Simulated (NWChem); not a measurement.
Molecule: C$_{2}$H$_{6}$Se; SMILES CC[SeH]

```xyz
9

Se    -0.0389    -0.8079     0.0566
H     -0.8335    -0.7224    -1.1801
C      0.6491     1.0235    -0.0558
C     -0.4083     2.1015     0.0641
H      1.2245     1.1133    -0.9885
H      1.3721     1.0781     0.7726
H     -0.9722     2.0064     1.0038
H     -1.1308     2.0502    -0.7651
H      0.0561     3.1015     0.0403
```
Atoms are numbered in this order, from 1.

Level: PBE0/def2-SVP (NWChem), optimised geometry, unscaled harmonic frequencies. This build's default masses of Se (78.918 u) and Br (79.917 u) are each other's, which moves their modes by up to 0.6 %.

Task: List the harmonic frequencies with IR intensities, and the thermochemistry.

Result: 
| frequency (cm⁻¹) | IR intensity (km/mol) |
|---|---|
| 192 | 7.8 |
| 257 | 0.4 |
| 287 | 0.5 |
| 570 | 0.5 |
| 694 | 1.5 |
| 817 | 10.4 |
| 986 | 6.7 |
| 1045 | 6.2 |
| 1091 | 3.2 |
| 1258 | 6.6 |
| 1267 | 21.7 |
| 1391 | 4.3 |
| 1449 | 2.2 |
| 1460 | 11.5 |
| 1469 | 3.1 |
| 2444 | 23.1 |
| 3051 | 22.3 |
| 3094 | 9.2 |
| 3141 | 15.8 |
| 3150 | 0.5 |
| 3170 | 12.6 |

| Item | Value |
|---|---|
| zero-point energy | 46.1 kcal/mol |
| thermal correction to the enthalpy at 298.15 K (with zero-point energy) | 49.8 kcal/mol |
| heat capacity Cv | 15.5 cal/(mol K) |
| entropy at 298.15 K and 1 atm (symmetry number 1) | 71.1 cal/(mol K) |
| dipole moment | 1.51 D |

Rigid rotor and harmonic oscillator.
